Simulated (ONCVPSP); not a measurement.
**Configuration tests for iron (ONCV)**

ONCVPSP 4.0.1 input, shortened (lines: element, Z, core and valence counts, functional; n l f; lmax; l rc ep ncon nbas qcut; lloc lpopt rc5 dvloc0; l nproj debl; icmod fcfact rcfact), PBE, scalar-relativistic:

```
  Fe 26.00    5    2        4      upf
    1    0    2.00
    2    0    2.00
    2    1    6.00
    3    0    2.00
    3    1    6.00
    3    2    6.00
    4    0    2.00
    2
    0    2.55    0.00    3    7    2.70
    1    2.15    0.13    4    8    3.80
    2    1.40    0.00    4    9   12.60
    4    5    0.90    3.00
    0    1    1.70
    1    1    2.60
    2    2    1.60
    3    3.50    1.70
```

Energies are relative to the spin-unpolarised reference configuration 3d6 4s2; without spin polarisation the order of configurations can differ from experiment.

```json
{"valence configuration": "3d6 4s1", "charge": "+1", "ΔE all-electron (eV)": "8.729", "error AE − PS (meV)": "-45"}
{"valence configuration": "3d6 4s0", "charge": "+2", "ΔE all-electron (eV)": "24.932", "error AE − PS (meV)": "-335"}
```

Task: What are ΔE and the potential's error for 3d6 4s1 4p1?

Result: ΔE = 4.105 eV all-electron; the error (AE − PS) is -42 meV.

Task: What are ΔE and the potential's error for 3d5 4s0?

Result: ΔE = 59.155 eV all-electron; the error (AE − PS) is -781 meV.

Levels in the configuration 3d6 4s1:

```
level  all-electron (eV)  pseudo (eV)
   3d            -15.956      -15.987
   4s            -12.329      -12.453
```

Note: ghosts flagged at negative energy: s at -117.8 eV, p at -3.9 eV, p at -0.23 eV; no localised positive-energy state flagged. A true bound ghost makes a file unfit for plane-wave use.
